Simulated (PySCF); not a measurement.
C6H13N2 (SMILES CC([NH])=NC(C)(C)C), doublet, at a GFN2-xTB geometry. Base run: PySCF with DF-BLYP/3-21G.

PySCF was given this input:
```python
from pyscf import gto, scf, dft

mol = gto.Mole()
mol.atom = '''
    C     2.75695495    0.06175012    0.50308770
    C     1.43990704    0.30051241   -0.17124707
    N     1.43853016    0.91157644   -1.31014185
    N     0.36306617    0.00027161    0.50198493
    C    -0.99142069   -0.21126302    0.16025720
    C    -1.17888265   -1.10298505   -1.07675854
    C    -1.59666904   -0.92816789    1.38644891
    C    -1.72787853    1.13142671   -0.01564791
    H     3.52822685    0.64080000    0.00549270
    H     3.00622209   -0.99597748    0.43955306
    H     2.69453331    0.33682136    1.55207026
    H     0.55788060    1.03185870   -1.79175611
    H    -0.81798842   -0.61001216   -1.97657508
    H    -0.62590409   -2.03176232   -0.95428324
    H    -2.23228868   -1.33687939   -1.21012120
    H    -1.45057885   -0.32238581    2.27613724
    H    -2.65972820   -1.09229400    1.23396434
    H    -1.10549810   -1.88612231    1.53479096
    H    -1.36095661    1.65905144   -0.89312157
    H    -2.79452660    0.95498935   -0.13043575
    H    -1.56263388    1.76133654    0.85454107
'''
mol.basis = '3-21g'
mol.spin = 1
mol.verbose = 4
mol.build()

mf = dft.UKS(mol)
mf.xc = 'blyp'
mf = mf.density_fit(auxbasis='def2-universal-jkfit')
mf.kernel()
mf.analyze()
```

Each row names what was changed in the base input (with any setting that the change needs).

| change | E (Eh) | HOMO (eV) | dipole (D) | <S^2> | core-seconds (rough) | outcome |
|---|---|---|---|---|---|---|
| base | -343.81664 | -4.27 | 1.99 | 0.755 | 30 | converged |
| functional = pbe; dispersion = d3bjm | -343.56678 | -4.47 | 2.05 | 0.755 | 30 | converged |
| functional = m06 | -343.83701 | -5.73 | 2.22 | 0.770 | 60 | converged |
| functional = b3lyp; dispersion = d3bj | -344.03555 | -5.59 | 2.14 | 0.769 | 30 | converged |
| functional = r2scan | -343.79835 | -4.76 | 2.20 | 0.763 | 50 | converged |
| functional = x3lyp | -343.82730 | -5.63 | 2.14 | 0.771 | 30 | converged |
| functional = b3lyp5 | -343.77224 | -5.49 | 2.14 | 0.769 | 30 | converged |
| functional = tpssh | -344.02768 | -5.16 | 2.16 | 0.766 | 60 | converged |
| functional = lc_wpbe | -343.76744 | -8.64 | 2.32 | 0.798 | 50 | converged |
| functional = b97m_v | - | - | - | - | - | cut at the time limit |
| functional = bhandhlyp | -343.77511 | -7.24 | 2.17 | 0.814 | 30 | converged |
| functional = scan | -343.84233 | -4.79 | 2.18 | 0.772 | 60 | converged |
| functional = camb3lyp | -343.79834 | -7.20 | 2.20 | 0.784 | 30 | converged |

Absolute energies of different levels of theory aren't comparable as measures of quality.

Open shells are given as the SCF converged; they aren't shown to be the lowest states, and a large step between rows can be another state.
